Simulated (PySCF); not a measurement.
**How the method changes the constants of LaP**

State: triplet, about 0.1 electrons in the 4f shell (Mulliken). Set-up: basis La def2-TZVPP with ECP46, P def2-TZVPP; scalar-relativistic core potentials; PySCF 2.14. De refers to La (5d1 6s2) + P in their high-spin ground configurations, without counterpoise correction. The functionals are run spin-unrestricted. A positive dipole means La(−)P(+). Levels whose curve was spin-contaminated or gave no clean fit are not listed.

| Level | Re (Å) | ωe (cm⁻¹) | De (eV) | μ (D) |
| --- | --- | --- | --- | --- |
| UHF | 2.450 | 414 | n/a | -5.35 |
| UHF-CCSD | 2.434 | 429 | n/a | n/a |
| PBE | 2.439 | 400 | n/a | -4.64 |
| revPBE | 2.445 | 396 | n/a | -4.65 |
| BLYP | 2.470 | 383 | n/a | -4.72 |
| r²SCAN | 2.432 | 410 | n/a | -4.85 |
| r²SCANh | 2.425 | 416 | n/a | -4.96 |
| PBE0 | 2.419 | 420 | n/a | -4.99 |
| r²SCAN0 | 2.416 | 424 | n/a | -5.11 |
| LC-ωPBE | 2.397 | 445 | n/a | -5.59 |

The bond length runs from 2.397 Å (LC-ωPBE) to 2.470 Å (BLYP).

Correlated steps freeze 5 core orbitals. Spin–orbit coupling is left out, which matters for elements this heavy, above all for dissociation energies. Counting both spins, an empty level lies below a filled one in some of these solutions, because spin and occupation are held. The state is the lowest single determinant that the PBE0 search found; with open d or f shells the true ground state can be another one.

The whole job (state search and all levels along the bond) took about 7.4 min on 2 threads of Intel Xeon 6975P-C (shared host), peak memory 4.7 GiB.
